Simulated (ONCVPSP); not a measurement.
**Building the ONCV potential for Zn (PBE, scalar-relativistic).**

Input for ONCVPSP 4.0.1:

```
# ATOM AND REFERENCE CONFIGURATION
# atsym  z   nc   nv     iexc    psfile
  Zn 30.00    3    5        4      upf
#
#   n    l    f
    1    0    2.00
    2    0    2.00
    2    1    6.00
    3    0    2.00
    3    1    6.00
    3    2   10.00
    4    0    1.00
    4    1    1.00
#
# PSEUDOPOTENTIAL AND OPTIMIZATION
# lmax
    3
#
#   l,   rc,      ep,       ncon, nbas, qcut
    0    1.25    0.00    4    8   11.60
    1    1.45    0.00    4    8    8.00
    2    0.90    0.00    3    8   19.20
    3    1.15    0.33    4    7   10.70
#
# LOCAL POTENTIAL
# lloc, lpopt,  rc(5),   dvloc0
    4    5    0.75    0.00
#
# VANDERBILT-KLEINMAN-BYLANDER PROJECTORs
# l, nproj, debl
    0    2    2.00
    1    2    0.90
    2    2    0.70
    3    2    3.90
#
# MODEL CORE CHARGE
# icmod, fcfact, rcfact
    0    0.00    0.00
#
# LOG DERIVATIVE ANALYSIS
# epsh1, epsh2, depsh
   -6.00    5.00    0.04
#
# OUTPUT GRID
# rlmax, drl
    6.00    0.01
#
# TEST CONFIGURATIONS
# ncnf
    4
# nvcnf
#   n    l    f
    5
    3    0    2.00
    3    1    6.00
    3    2   10.00
    4    0    2.00
    4    1    0.00
#
    5
    3    0    2.00
    3    1    6.00
    3    2   10.00
    4    0    1.00
    4    1    0.00
#
    5
    3    0    2.00
    3    1    6.00
    3    2   10.00
    4    0    0.00
    4    1    0.00
#
    5
    3    0    2.00
    3    1    5.00
    3    2   10.00
    4    0    2.00
    4    1    0.00
#
```

Command:

```bash
oncvpsp.x < Zn.dat > Zn.out
```

Output (shortened: citation, most of the input echo, consistency checks and plot data are left out):

```
ONCVPSP  (Optimized Norm-Conservinng Vanderbilt PSeudopotential)
scalar-relativistic version 4.0.1

#   n    l    f        energy (Ha)
    1    0    2.00    -3.5014717E+02
    2    0    2.00    -4.2646294E+01
    2    1    6.00    -3.6976010E+01
    3    0    2.00    -4.8317274E+00
    3    1    6.00    -3.1477520E+00
    3    2   10.00    -4.5364362E-01
    4    0    1.00    -2.7200652E-01
    4    1    1.00    -7.7203441E-02

Reference configufation results
  iterations    35
  all-electron total energy (Ha)   -1.79583182D+03

Begin loop to  construct optimized pseudo wave functions
and semi-local pseudopoentials for all angular momenta

Calculating optimized projector #   1

 for l=   0

    Fraction of norm inside rc  0.970287
    Optimizing pswf for qcut=  11.59 a_B^-1,  ecut=  67.19 Ha
    Residual kinetic energy error=  4.47D-08 Ha

    Energy error per electron        Cutoff
         Ha          eV             Ha
         0.01000     0.27211       22.59
         0.00100     0.02721       37.84
         0.00010     0.00272       47.09
         0.00001     0.00027       54.26

Calculating optimized projector #   2

 for l=   0

    Fraction of norm inside rc  0.054881
    Optimizing pswf for qcut=  11.59 a_B^-1,  ecut=  67.19 Ha
    Residual kinetic energy error=  8.21D-08 Ha

    Energy error per electron        Cutoff
         Ha          eV             Ha
         0.01000     0.27211       10.60
         0.00100     0.02721       32.60
         0.00010     0.00272       44.98
         0.00001     0.00027       53.79

Calculating optimized projector #   1

 for l=   1

    Fraction of norm inside rc  0.979112
    Optimizing pswf for qcut=   8.00 a_B^-1,  ecut=  31.98 Ha
    Residual kinetic energy error=  3.90D-04 Ha

    Energy error per electron        Cutoff
         Ha          eV             Ha
         0.01000     0.27211       25.27
         0.00100     0.02721       29.94
         0.00010     0.00272       65.37
         0.00001     0.00027      102.71

Calculating optimized projector #   2

 for l=   1

    Fraction of norm inside rc  0.028206
    Optimizing pswf for qcut=   8.00 a_B^-1,  ecut=  31.98 Ha
    Residual kinetic energy error=  7.16D-05 Ha

    Energy error per electron        Cutoff
         Ha          eV             Ha
         0.01000     0.27211       18.05
         0.00100     0.02721       25.49
         0.00010     0.00272       31.14
         0.00001     0.00027       65.37

   Wellstate for l =  2  n =  4
     eigenvalue =   0.2464
     asymptotic potential =   0.7464
     half-point radius =  7.0777

Calculating optimized projector #   1

 for l=   2

    Fraction of norm inside rc  0.607029
    Optimizing pswf for qcut=  19.22 a_B^-1,  ecut= 184.68 Ha
    Residual kinetic energy error=  3.07D-07 Ha

    Energy error per electron        Cutoff
         Ha          eV             Ha
         0.01000     0.27211      106.23
         0.00100     0.02721      128.00
         0.00010     0.00272      145.94
         0.00001     0.00027      160.17

Calculating optimized projector #   2

 for l=   2

    Fraction of norm inside rc  0.024259
    Optimizing pswf for qcut=  19.22 a_B^-1,  ecut= 184.68 Ha
    Residual kinetic energy error=  3.81D-09 Ha

    Energy error per electron        Cutoff
         Ha          eV             Ha
         0.01000     0.27211       70.86
         0.00100     0.02721       99.40
         0.00010     0.00272      123.38
         0.00001     0.00027      142.54

   Wellstate for l =  3  n =  4
     eigenvalue =   0.3300
     asymptotic potential =   0.8300
     half-point radius =  9.0903

   Wellstate for l =  3  n =  5
     eigenvalue =   4.2300
     asymptotic potential =   4.7300
     half-point radius =  2.5479

Calculating optimized projector #   1

 for l=   3

    Fraction of norm inside rc  0.000072
    Optimizing pswf for qcut=  10.72 a_B^-1,  ecut=  57.41 Ha
    Residual kinetic energy error=  1.22D-08 Ha

    Energy error per electron        Cutoff
         Ha          eV             Ha
         0.01000     0.27211        0.89
         0.00100     0.02721        1.92
         0.00010     0.00272        5.96
         0.00001     0.00027       17.80

Calculating optimized projector #   2

 for l=   3

    Fraction of norm inside rc  0.106197
    Optimizing pswf for qcut=  10.72 a_B^-1,  ecut=  57.41 Ha
    Residual kinetic energy error=  1.67D-04 Ha

    Energy error per electron        Cutoff
         Ha          eV             Ha
         0.01000     0.27211       32.18
         0.00100     0.02721       47.44
         0.00010     0.00272       60.17
         0.00001     0.00027      107.65

Construct Vanderbilt / Kleinmman-Bylander projectors

B matrix Hermiticity error, ll=   0
   1   2    5.7914E-04

  Orthonormal projector coefficients  1.8293E+01  3.1228E+00

B matrix Hermiticity error, ll=   1
   1   2    2.1417E-04

  Orthonormal projector coefficients  1.4179E+01 -1.9270E+00

B matrix Hermiticity error, ll=   2
   1   2    5.1256E-05

  Orthonormal projector coefficients -1.8104E+01 -4.0805E+00

B matrix Hermiticity error, ll=   3
   1   2    2.8651E-06

  Orthonormal projector coefficients -5.5132E+00 -2.5189E+00

Pseudoatom total energy -223.183943

Diagnostic tests using Vanderbilt-Kleinman-Bylander pseudopotentials
  1 or more projectors used as specified by nproj input data

   l    rcore       rmatch      e in        delta e   norm test  slope test

   0   1.2538875   1.2919582  -4.8317274   0.0000099   1.0002654   1.0002372
   0   1.2538875   1.2919582  -0.2720065   0.0000058   1.0000409   1.0000313

   1   1.4561566   1.5003687  -3.1477520  -0.0000014   1.0002308   1.0002165
   1   1.4561566   1.5003687  -0.0772034   0.0000026   1.0000361   1.0000309

   2   0.9023388   0.9297357  -0.4536436  -0.0000161   1.0001702   1.0001614
   2   0.9023388   0.9297357   0.2463564  -0.0000244   1.0003212   1.0003212

   3   1.1531527   1.1881649   0.3300000   0.0000646   1.0000751   1.0000751
   3   1.1531527   1.1881649   4.2300000   0.0001358   1.0002317   1.0002317

 Testing for bound ghosts
   n   l    E NL Schr. Eq   E Basis Diag.   E Cutoff

   1   0       -4.831718       -4.831717    168.31
   2   0       -0.272001       -0.150046    168.31

   2   1       -3.147753       -3.147747    143.85
   3   1       -0.077201        0.070878    143.85

   3   2       -0.453660       -0.429860    422.69

 Testing for highly-localized positive-energy ghosts
       l    <radius>/rc     E Basis Diag.   E Cutoff

Test configuration 0

   n   l     f        eae           eps        diff
   1   0  2.0000 -350.14717402
   2   0  2.0000  -42.64629352
   2   1  6.0000  -36.97601048
   3   0  2.0000   -4.83172740   -4.83171754    9.86D-06
   3   1  6.0000   -3.14775197   -3.14775334   -1.37D-06
   3   2 10.0000   -0.45364362   -0.45365975   -1.61D-05
   4   0  1.0000   -0.27200652   -0.27200072    5.80D-06
   4   1  1.0000   -0.07720344   -0.07720082    2.62D-06

    Total energies and differences
      AE_ref= -1.79583182D+03  AE_tst= -1.79583182D+03  dif=  0.00D+00
      PS_ref= -2.23183943D+02  PS_tst= -2.23183943D+02  dif=  4.49D-12
      PSP excitation error= -4.49D-12

Test configuration 1

   n   l     f        eae           eps        diff
   1   0  2.0000 -350.06445616
   2   0  2.0000  -42.56792348
   2   1  6.0000  -36.89736575
   3   0  2.0000   -4.74920109   -4.74957623   -3.75D-04
   3   1  6.0000   -3.06498485   -3.06464684    3.38D-04
   3   2 10.0000   -0.37265387   -0.37259940    5.45D-05
   4   0  2.0000   -0.21971926   -0.21973221   -1.30D-05

    Total energies and differences
      AE_ref= -1.79583182D+03  AE_tst= -1.79601874D+03  dif= -1.87D-01
      PS_ref= -2.23183943D+02  PS_tst= -2.23370898D+02  dif= -1.87D-01
      PSP excitation error=  2.68D-05

Test configuration 2

   n   l     f        eae           eps        diff
   1   0  2.0000 -350.42135238
   2   0  2.0000  -42.91734076
   2   1  6.0000  -37.24740084
   3   0  2.0000   -5.10449800   -5.10419734    3.01D-04
   3   1  6.0000   -3.42081080   -3.42099597   -1.85D-04
   3   2 10.0000   -0.72618666   -0.72619955   -1.29D-05
   4   0  1.0000   -0.51441851   -0.51440522    1.33D-05

    Total energies and differences
      AE_ref= -1.79583182D+03  AE_tst= -1.79565534D+03  dif=  1.76D-01
      PS_ref= -2.23183943D+02  PS_tst= -2.23007456D+02  dif=  1.76D-01
      PSP excitation error= -1.41D-05

Test configuration 3

   n   l     f        eae           eps        diff
   1   0  2.0000 -350.83756540
   2   0  2.0000  -43.32207430
   2   1  6.0000  -37.65307431
   3   0  2.0000   -5.51656336   -5.51535535    1.21D-03
   3   1  6.0000   -3.83325218   -3.83410475   -8.53D-04
   3   2 10.0000   -1.13393886   -1.13408453   -1.46D-04

    Total energies and differences
      AE_ref= -1.79583182D+03  AE_tst= -1.79497759D+03  dif=  8.54D-01
      PS_ref= -2.23183943D+02  PS_tst= -2.22329677D+02  dif=  8.54D-01
      PSP excitation error= -4.08D-05

Test configuration 4

   n   l     f        eae           eps        diff
   1   0  2.0000 -350.91284551
   2   0  2.0000  -43.29266520
   2   1  6.0000  -37.63545414
   3   0  2.0000   -5.41629213   -5.40707006    9.22D-03
   3   1  5.0000   -3.72554651   -3.71252160    1.30D-02
   3   2 10.0000   -0.99578814   -0.99127204    4.52D-03
   4   0  2.0000   -0.58742973   -0.58775477   -3.25D-04

    Total energies and differences
      AE_ref= -1.79583182D+03  AE_tst= -1.79263663D+03  dif=  3.20D+00
      PS_ref= -2.23183943D+02  PS_tst= -2.19993614D+02  dif=  3.19D+00
      PSP excitation error=  4.86D-03
```

The run took about 4.3 s on one core of a shared server CPU.
